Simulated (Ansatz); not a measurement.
A nudged elastic band was laid between two geometries of CH5BOSi (9 atoms, charge 0, multiplicity 1).

Computed with RKS B3LYP/cc-pVDZ (Ansatz 0.2.0).

```yaml
movable_images: 9
climbing_image: yes
spring: 5.0 eV/Å²
optimiser: quadratic models (default)
start_path: IDPP
force_threshold: 0.03 eV/Å
iteration_limit: 35
end_points: relaxed
```

First end point:

```xyz
9
Properties=species:S:1:pos:R:3
B -0.099 1.293 -0.326
C 0.362 -0.143 -0.167
O 1.531 -0.632 -0.698
Si -0.728 -1.167 0.767
H 0.581 2.080 -0.952
H -1.136 1.657 0.164
H 1.962 0.103 -1.164
H -0.500 -2.610 1.063
H -1.972 -0.581 1.313
```

Last end point:

```xyz
9
Properties=species:S:1:pos:R:3
B -0.096 1.294 -0.321
C 0.363 -0.143 -0.167
O 1.529 -0.633 -0.701
Si -0.730 -1.168 0.763
H 0.583 2.081 -0.948
H -1.131 1.660 0.174
H 1.960 0.102 -1.166
H -1.971 -0.579 1.314
H -0.508 -2.613 1.051
```

**Question.** Which bonds break or form, and what moves?

**Answer.** No bond is made or broken. The dihedral O3–C2–Si4–H9 goes from -180 to 0°. The two ends are copies of one structure, up to a mirror image or an exchange of like atoms.

**Question.** Give the energies along the band, and the barrier.

**Answer.** It converged. The highest image is number 4 of 0 to 10, 0.42 eV above the ends, which have the same energy within 2 meV. A vibrational analysis at the climbing image gives one clearly imaginary mode, 269i cm⁻¹: a first-order saddle point.

| image | path coordinate (Å) | energy (eV) | dihedral O3–C2–Si4–H9 (°) |
| --- | --- | --- | --- |
| 0 | 0.00 | 0.00 | -180 |
| 1 | 0.72 | 0.03 | -169 |
| 2 | 1.44 | 0.10 | -154 |
| 3 | 2.17 | 0.27 | -130 |
| 4 | 2.89 | 0.42 | -102 |
| 5 | 3.54 | 0.40 | -74 |
| 6 | 4.20 | 0.39 | -45 |
| 7 | 4.85 | 0.21 | -22 |
| 8 | 5.50 | 0.08 | -11 |
| 9 | 6.15 | 0.02 | -6 |
| 10 | 6.81 | 0.00 | 0 |

**Question.** What is the geometry of the highest image?

**Answer.** 
```xyz
9
Properties=species:S:1:pos:R:3
B 0.328 1.051 0.092
C 0.278 -0.164 -0.687
O 0.940 -0.791 -1.694
Si -0.781 -0.696 0.667
H 0.965 2.041 0.314
H -0.669 0.994 0.955
H 1.580 -0.161 -2.063
H -0.368 -1.681 1.728
H -2.274 -0.593 0.689
```

**Question.** What are the harmonic wavenumbers there?

**Answer.** 269i, 325, 382, 450, 519, 574, 616, 644, 694, 699, 883, 1005, 1043, 1330, 1466, 1530, 1972, 2139, 2181, 2671, 3729 cm⁻¹.

The band took 14 iterations and about 7 core-minutes.

Time of the run: 6.6 min on 1 thread of Arm Neoverse V2, on a shared host, peak memory 0.17 GiB.
